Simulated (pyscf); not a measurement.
Thermochemistry of product channels of `[CH2]1[CH2][SiH2]1` on the singlet surface, in kcal/mol, from CCSD(T)/def2-TZVPP + ΔMP2(QZVPP) energies (ideal gas, 1 atm, RRHO with modes under 100 cm⁻¹ raised to 100, one conformer, R ln 2 for rigid chiral ones). PySCF, gas phase, ωB97X-D3(BJ)/def2-SVP geometries. MP2 and CC: frozen core, UHF for open shells. ΔMP2 is the change of the MP2 total energy from the triple- to the quadruple-zeta basis.

```csv
products,ΔE,ΔH(298 K),ΔG(298 K),ΔG(1200 K)
`[CH3][CH2][SiH]` [singlet],+14.3,+15.6,+13.6,+7.9
`[CH2]=[SiH][CH3]`,-0.8,-0.2,-2.0,-8.2
```

These are energies of the channels, which say nothing of barriers. cyclic C₂H₆Si (SMILES C1C[SiH2]1) lies 7.4 kcal/mol over its isomer H₂C=CH–SiH₃, and others may lie lower still (electronic energy, ωB97M-D3(BJ)). H₃C–CH₂–SiH: [singlet] lies 20.7 kcal/mol over its isomer H₂C=CH–SiH₃, and others may lie lower still (electronic energy, ωB97M-D3(BJ)). The CCSD(T) − MP2 part came from Ansatz, without density fitting, on the same reference.
